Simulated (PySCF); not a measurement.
Compound: C3H6FOSi (doublet state).
Structure used (GFN2-xTB), in Å, numbered top down from 1:
```
atom  x, y, z in Å
C1     1.803    0.652    0.114
O2     0.667    0.152    0.773
C3    -0.216   -0.510   -0.070
Si4   -1.692    0.510   -0.761
C5    -1.563   -0.846    0.576
F6    -1.964   -2.143    0.351
H7     2.427    1.118    0.874
H8     2.362   -0.153   -0.378
H9     1.519    1.397   -0.640
H10    0.239   -1.314   -0.649
H11   -1.963    1.782   -0.094
H12   -1.616   -0.645    1.643
```

The hyperfine couplings belong to this conformer and change with its torsions.

Identity: `CO[C@@H]1[SiH][C@H]1F` [radical].

Method used: UKS B3LYP, pcH-1 on C F H O Si, non-relativistic, mean-field spin-orbit, GIAO in PySCF. One conformer (not necessarily the lowest) at the GFN2-xTB geometry, without solvent, vibrations or thermal averaging. A GFN2-xTB geometry isn't a minimum of the functional, and hyperfine couplings can be far from their values at a DFT geometry, by a factor of two or more for some ions and for spin on atoms past the first row. No stability test was run, so a lower SCF solution isn't excluded.

**Question.** Give the principal g shifts and their parts.

**Answer.** 
| Δg (ppt) | 1 | 2 | 3 |
| --- | --- | --- | --- |
| relativistic mass correction | -0.16 | -0.16 | -0.16 |
| gauge correction | 0.02 | 0.09 | 0.05 |
| orbital Zeeman/spin–orbit | -0.21 | 1.87 | 11.55 |
| total | -0.35 | 1.80 | 11.45 |

So g = 2.00197, 2.00412, 2.01376 and g_iso = 2.00662; the tensor is rhombic: the two nearest values differ by 18 % of g3 − g1. Axes: g2 points within 13° of the C3–C5 bond.

**Question.** At 9.312 GHz, how far is the centre of the isotropic spectrum from where a free electron (g = 2.002319) resonates?

**Answer.** B = hν/(g μB) with μB/h = 13.99624 MHz/mT gives 332.28 mT for the free electron and 331.56 mT at g_iso, 0.71 mT lower.

**Question.** What effective moment and Curie constant follow for a powder?

**Answer.** With the mean of g² = 4.0265 and S(S+1) = 0.75: μ_eff = √(⟨g²⟩S(S+1)) = 1.738 μB and χT = 0.12505·⟨g²⟩·S(S+1) = 0.378 cm³ K/mol (cgs; spin-Hamiltonian part alone).

**Question.** What are the electron Larmor frequencies g μB B/h along the three axes at 3350 mT?

**Answer.** 93.8674, 93.9678, 94.4202 GHz for g1, g2 and g3, a range of 552.9 MHz.

**Question.** In a frozen sample, at which fields do the three g values resonate at 9.5, 34, 94 and 263 GHz (hyperfine left aside), and which band first spreads them over more than twice a line width of 0.3 mT?

**Answer.** 
```csv
band,GHz,B(g3) mT,B(g2) mT,B(g1) mT,spread mT
X,9.5,337.06,338.68,339.04,1.99
Q,34.0,1206.31,1212.12,1213.41,7.10
W,94.0,3335.09,3351.15,3354.73,19.64
J,263.0,9331.16,9376.08,9386.12,54.96
```

The spread grows in proportion to the frequency. X band is the first where it exceeds 0.6 mT.

Largest spin populations (Mulliken): Si4 (+0.75), C3 (+0.12) and O2 (+0.07). Si4 is the only atom above +0.15. The angles at Si4 add up to 271.3°, so it is pyramidal.

The HOMO–LUMO gaps are 5.84 eV among the α and 2.74 eV among the β orbitals.
